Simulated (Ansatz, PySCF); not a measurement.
Gas-phase reaction in SMILES: Oc1ccco1 + 8 [H][H] (H2) → 4 C (CH4) + 2 O (H2O)
Each molecule is optimised on its own at B3LYP-D3(BJ)/def2-TZVP (Ansatz, a program for electronic structure), one conformer each, not searched for the lowest.

Wanted: energy of full hydrogenation (0 K, with B3LYP-D3(BJ) harmonic zero-point energies from PySCF), in eV. Correlated levels leave the core frozen unless marked. Spin-orbit coupling is left out. Non-relativistic. CBS marks a two-point X^-3 extrapolation of the correlation energy; Hartree-Fock from the larger set.

```tsv
level	program	energy of full hydrogenation (eV)	minus last row
HF/aug-cc-pVTZ	Ansatz	-6.56	-0.83
HF/cc-pVQZ	Ansatz	-6.50	-0.77
B3LYP-D4/def2-TZVPD	Ansatz + dftd4	-5.47	0.26
B2GP-PLYP/def2-TZVPD	Ansatz	-5.63	0.10
MP2/aug-cc-pVDZ	Ansatz	-5.92	-0.19
SCS-MP2/aug-cc-pVTZ	Ansatz	-5.70	0.03
CCSD(T)/CBS(cc-pVTZ,cc-pVQZ)	Ansatz	-5.73	0.00
```
